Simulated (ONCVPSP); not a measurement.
## Transferability test, ONCV potential for Cl

ONCVPSP 4.0.1 input, shortened (lines: element, Z, core and valence counts, functional; n l f; lmax; l rc ep ncon nbas qcut; lloc lpopt rc5 dvloc0; l nproj debl; icmod fcfact rcfact), PBEsol, scalar-relativistic:

```
  Cl 17.00    1    4  -116133      upf
    1    0    2.00
    2    0    2.00
    2    1    6.00
    3    0    1.75
    3    1    5.25
    2
    0    0.60    0.00    5    9   26.60
    1    0.70    0.00    4    8   16.20
    2    0.60    0.04    4    7   14.70
    4    5    0.45    6.00
    0    2    1.50
    1    2    1.50
    2    3    2.40
    2    0.50    0.60
```

Energies are relative to the spin-unpolarised reference configuration 2s2 2p6 3s1.75 3p5.25; without spin polarisation the order of configurations can differ from experiment.

(1) Give the all-electron excitation energy and the error of the potential for: 2s2 2p6 3s2 3p5; 2s2 2p6 3s2 3p4; 2s2 2p6 3s2 3p3; 2s2 2p5 3s2 3p5.

Levels in the configuration 2s2 2p5 3s2 3p5:

```tsv
level	all-electron (eV)	pseudo (eV)
2s	-287.832	-287.416
2p	-229.268	-227.516
3s	-35.090	-35.112
3p	-21.817	-21.767
```

Note: ghosts flagged at negative energy: d at -265.1 eV; no localised positive-energy state flagged. A true bound ghost makes a file unfit for plane-wave use.

Answers

(1)

```csv
valence configuration,charge,ΔE all-electron (eV),error AE − PS (meV)
2s2 2p6 3s2 3p5,0,-3.018,-0.6
2s2 2p6 3s2 3p4,+1,10.818,+0.9
2s2 2p6 3s2 3p3,+2,36.216,+4.5
2s2 2p5 3s2 3p5,+1,206.920,+792
```
